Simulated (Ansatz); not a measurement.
`B[CH2][Al]([CH3])[SiH3]`, 15 atoms. Total charge 0; spin multiplicity 1. All runs use 4 threads of an AMD EPYC 7B13 on a shared host. Correlated methods freeze the cores.

**Question.** How many basis functions does each run have, and how long does it take in Ansatz? RKS CAM-B3LYP-D4/def2-TZVPP energy; RKS ωB97X-V/def2-TZVPP energy; RHF-CCSD(T)/def2-SVP energy; RKS PBE0-D4/def2-TZVP relaxation (87 steps); direct RPA on PBE orbitals/def2-TZVPP energy; RKS revPBE-D4/def2-TZVPP energy; RHF-CCSD(T)/def2-TZVPP energy; RKS ωB97M-V/def2-SVP energy; RKS ωB97M-V/def2-QZVPP energy; RKS PBE0-D4/def2-QZVPP energy; RKS ωB97M-V/def2-TZVPP energy and forces; RKS PBE0-D4/def2-SVP energy. (An estimate is asked.)

**Answer.** Ansatz gave: Other jobs shared the machine, so times are rough.

```tsv
level	job	functions	wall time	peak host memory (GiB)
RKS PBE0-D4/def2-SVP	energy	128	1.2 s	0.33
RKS revPBE-D4/def2-TZVPP	energy	317	2.4 s	0.49
RKS ωB97M-V/def2-SVP	energy	128	4 s	0.46
RKS CAM-B3LYP-D4/def2-TZVPP	energy	317	4.7 s	1.1
RHF-CCSD(T)/def2-SVP	energy	128	6.5 s	0.74
direct RPA on PBE orbitals/def2-TZVPP	energy	317	7.5 s	0.99
RKS ωB97X-V/def2-TZVPP	energy	317	9 s	1.2
RKS PBE0-D4/def2-QZVPP	energy	611	12 s	2.5
RKS ωB97M-V/def2-TZVPP	energy and forces	317	13 s	1.4
RKS ωB97M-V/def2-QZVPP	energy	611	24 s	3.1
RKS PBE0-D4/def2-TZVP	relaxation (87 steps)	227	5.1 min	0.77
RHF-CCSD(T)/def2-TZVPP	energy	317	11 min	4.2
```
